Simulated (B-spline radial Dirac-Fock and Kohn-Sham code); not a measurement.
# How the binding energies of Te⁸⁺ add up

System: the Te⁸⁺ ion, configuration 1s2 2s2 2p6 3s2 3p6 3d10 4s2 4p6 4d8; nuclear rms radius 4.7423 fm (A = 130).

The computed values come from a radial atomic solver: Dirac-Fock (average of configuration) total-energy differences with a finite nucleus, the Breit interaction including its frequency dependence, and self-energy and vacuum-polarisation corrections. Electron correlation is not included. Energies are counted from the vacuum level. Subshells whose hole state is unreliable or did not converge are left out.

All terms are in eV, carry their sign (relaxation lowers the binding energy) and add up to the binding energy; ⟨r⟩ is the mean radius of the orbital in the initial state.

```
subshell  −ε (Koopmans)  relaxation   Gaunt  retardation  self-energy  vacuum polarisation  binding energy  ⟨r⟩ (bohr)
       K        32127.2      -61.32  -78.67         6.34       -42.60                 5.80         31956.8       0.028
      L1         5131.2      -30.57   -7.26         0.42        -5.28                 0.67          5089.2       0.119
      L2         4802.1      -34.06  -12.96         1.45         0.35                -0.02          4756.9       0.101
      L3         4526.5      -32.79   -9.29         1.72        -0.14                -0.04          4485.9       0.106
      M1         1163.4      -10.85   -1.04         0.04        -1.08                 0.13          1150.6       0.320
      M2         1027.1      -11.34   -2.00         0.21         0.07                 0.00          1014.0       0.311
      M3          974.2      -10.84   -1.31         0.27        -0.02                -0.01           962.2       0.322
      N1          312.6       -2.10   -0.19         0.01        -0.23                 0.03           310.2       0.755
      N2          262.5       -1.96   -0.35         0.04         0.02                 0.00           260.2       0.786
      N3          251.9       -1.81   -0.22         0.05         0.00                 0.00           249.9       0.810
    N4,5          170.5       -1.45   -0.02         0.00         0.01                 0.00           169.0       0.905
```

For the deepest level, K (1s), the Breit terms make up -0.226 % of the binding energy, QED -0.115 % and orbital relaxation -0.192 %.

Going to the tabulated ground configuration of the next ion removes an electron from N4,5 (4d), computed at 169.0 eV. NIST lists 167 ± 2.2 eV as the ionisation energy of this species (theoretical), -2.00 eV from the computed value, within the stated uncertainty.
